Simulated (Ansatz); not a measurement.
`[MgH][Br]` + dimethylamine → `C[N](C)[MgH]` + HBr  (ligand exchange at a Mg–Br bond)

Isolated molecules relaxed with PBE0-D4/def2-TZVP in Ansatz; ΔE leaves out vibrations. CBS: MP2 limit from def2 TZ/QZ plus the TZ coupled-cluster correction, frozen cores. DFT in def2-TZVPP. B3LYP here is the variant with VWN-RPA as its local correlation; programs differ in this. HSE06 is defined as in plane-wave codes. For Br, Mg outer-core shells are correlated without core-valence functions, which leaves a few kJ/mol of doubt a bond. Scalar relativity is left out up to krypton.

`[MgH][Br]`:

Z-matrix (Å, degrees):
```
Mg
Br 1 2.340
H 1 1.686 2 180.0
```

`CNC`:

Cartesian coordinates in Å:
```
C -0.834 0.343 0.805
N -0.237 0.437 -0.507
C 0.979 -0.334 -0.625
H -1.776 0.894 0.827
H -0.167 0.800 1.542
H -1.029 -0.692 1.136
H -0.902 0.139 -1.209
H 1.743 0.088 0.035
H 1.359 -0.276 -1.647
H 0.863 -1.398 -0.358
```

`C[N](C)[MgH]`:

```xyz
11

C    -0.430    0.850   -0.918
N     0.016    0.079    0.211
C     0.346   -1.262   -0.193
Mg    0.150    0.736    1.988
H    -1.327    0.418   -1.395
H     0.338    0.924   -1.707
H    -0.688    1.876   -0.629
H     1.151   -1.287   -0.949
H     0.688   -1.867    0.655
H    -0.515   -1.792   -0.637
H     0.270    1.324    3.575
```

HBr:

Z-matrix (Å, degrees):
```
Br
H 1 1.420
```

```json
{"level": "LDA (SPW92)", "ΔE (kcal/mol)": "37.5", "difference from CCSD(T)/CBS": "-2.3"}
{"level": "PBE-D4", "ΔE (kcal/mol)": "38.5", "difference from CCSD(T)/CBS": "-1.3"}
{"level": "revPBE-D4", "ΔE (kcal/mol)": "37.5", "difference from CCSD(T)/CBS": "-2.3"}
{"level": "BLYP-D4", "ΔE (kcal/mol)": "37.1", "difference from CCSD(T)/CBS": "-2.7"}
{"level": "r2SCAN-D4", "ΔE (kcal/mol)": "41.3", "difference from CCSD(T)/CBS": "1.5"}
{"level": "B97M-V", "ΔE (kcal/mol)": "40.5", "difference from CCSD(T)/CBS": "0.7"}
{"level": "PBE0-D4", "ΔE (kcal/mol)": "41.4", "difference from CCSD(T)/CBS": "1.6"}
{"level": "B3LYP-D4", "ΔE (kcal/mol)": "39.8", "difference from CCSD(T)/CBS": "0.0"}
{"level": "r2SCANh-D4", "ΔE (kcal/mol)": "42.0", "difference from CCSD(T)/CBS": "2.2"}
{"level": "r2SCAN0-D4", "ΔE (kcal/mol)": "43.0", "difference from CCSD(T)/CBS": "3.2"}
{"level": "HSE06-D4", "ΔE (kcal/mol)": "41.4", "difference from CCSD(T)/CBS": "1.6"}
{"level": "BHLYP-D4", "ΔE (kcal/mol)": "43.1", "difference from CCSD(T)/CBS": "3.3"}
{"level": "CAM-B3LYP-D4", "ΔE (kcal/mol)": "40.4", "difference from CCSD(T)/CBS": "0.6"}
{"level": "ωB97X-V", "ΔE (kcal/mol)": "41.6", "difference from CCSD(T)/CBS": "1.8"}
{"level": "ωB97M-V", "ΔE (kcal/mol)": "41.2", "difference from CCSD(T)/CBS": "1.4"}
{"level": "B2PLYP", "ΔE (kcal/mol)": "40.7", "difference from CCSD(T)/CBS": "0.9"}
{"level": "PBE-QIDH", "ΔE (kcal/mol)": "42.3", "difference from CCSD(T)/CBS": "2.5"}
{"level": "PBE", "ΔE (kcal/mol)": "39.4", "difference from CCSD(T)/CBS": "-0.4"}
{"level": "revPBE", "ΔE (kcal/mol)": "40.0", "difference from CCSD(T)/CBS": "0.2"}
{"level": "BLYP", "ΔE (kcal/mol)": "38.9", "difference from CCSD(T)/CBS": "-0.9"}
{"level": "r2SCAN", "ΔE (kcal/mol)": "41.5", "difference from CCSD(T)/CBS": "1.7"}
{"level": "PBE0", "ΔE (kcal/mol)": "42.1", "difference from CCSD(T)/CBS": "2.3"}
{"level": "r2SCANh", "ΔE (kcal/mol)": "42.3", "difference from CCSD(T)/CBS": "2.5"}
{"level": "r2SCAN0", "ΔE (kcal/mol)": "43.3", "difference from CCSD(T)/CBS": "3.5"}
{"level": "HSE06", "ΔE (kcal/mol)": "42.1", "difference from CCSD(T)/CBS": "2.3"}
{"level": "BHLYP", "ΔE (kcal/mol)": "44.1", "difference from CCSD(T)/CBS": "4.3"}
{"level": "CAM-B3LYP", "ΔE (kcal/mol)": "41.2", "difference from CCSD(T)/CBS": "1.4"}
{"level": "LC-ωPBE", "ΔE (kcal/mol)": "42.0", "difference from CCSD(T)/CBS": "2.2"}
{"level": "RPA@PBE/def2-TZVPP", "ΔE (kcal/mol)": "36.9", "difference from CCSD(T)/CBS": "-2.9"}
{"level": "HF/def2-SVP", "ΔE (kcal/mol)": "46.0", "difference from CCSD(T)/CBS": "6.2"}
{"level": "CCSD/def2-SVP", "ΔE (kcal/mol)": "39.6", "difference from CCSD(T)/CBS": "-0.2"}
{"level": "CCSD(T)/def2-SVP", "ΔE (kcal/mol)": "38.6", "difference from CCSD(T)/CBS": "-1.2"}
{"level": "MP2/def2-TZVPP", "ΔE (kcal/mol)": "39.3", "difference from CCSD(T)/CBS": "-0.5"}
{"level": "SCS-MP2/def2-TZVPP", "ΔE (kcal/mol)": "39.6", "difference from CCSD(T)/CBS": "-0.2"}
{"level": "CCSD/def2-TZVPP", "ΔE (kcal/mol)": "40.3", "difference from CCSD(T)/CBS": "0.5"}
{"level": "CCSD(T)/def2-TZVPP", "ΔE (kcal/mol)": "39.2", "difference from CCSD(T)/CBS": "-0.6"}
{"level": "HF/def2-QZVPP", "ΔE (kcal/mol)": "48.4", "difference from CCSD(T)/CBS": "8.6"}
{"level": "MP2/def2-QZVPP", "ΔE (kcal/mol)": "39.5", "difference from CCSD(T)/CBS": "-0.3"}
{"level": "SCS-MP2/def2-QZVPP", "ΔE (kcal/mol)": "39.8", "difference from CCSD(T)/CBS": "0.0"}
{"level": "HF/CBS(def2)", "ΔE (kcal/mol)": "48.4", "difference from CCSD(T)/CBS": "8.6"}
{"level": "CCSD(T)/CBS", "ΔE (kcal/mol)": "39.8", "difference from CCSD(T)/CBS": "0"}
```

**Question.** What do rigid-rotor, harmonic-oscillator terms from PBE0-D4/def2-TZVP frequencies (298.15 K, 1 bar) make of the CCSD(T)/CBS value? (Estimate.)

**Answer.** Ansatz gave: ΔZPE = -4.2 kcal/mol, ΔH = +36.1 kcal/mol, ΔS = -6 J/(mol·K), ΔG = +36.5 kcal/mol.

Largest T1 diagnostic among the species: 0.010.

From r2SCAN to r2SCAN0 (25 % exact exchange), in def2-TZVPP and without D4, ΔE moves by +1.8 kcal/mol. Leaving LDA and LC-ωPBE aside and taking each functional with its dispersion term where it has one, the values spread over 6.1 kcal/mol, from BLYP-D4 to BHLYP-D4. LDA lies −1.9 kcal/mol from PBE without D4. The D4 term adds −1.4 kcal/mol with B3LYP and −0.7 kcal/mol with PBE0; it sums over pairs of atoms, weighted by their polarisabilities, and B3LYP, whose exchange is more repulsive, gets the larger term.
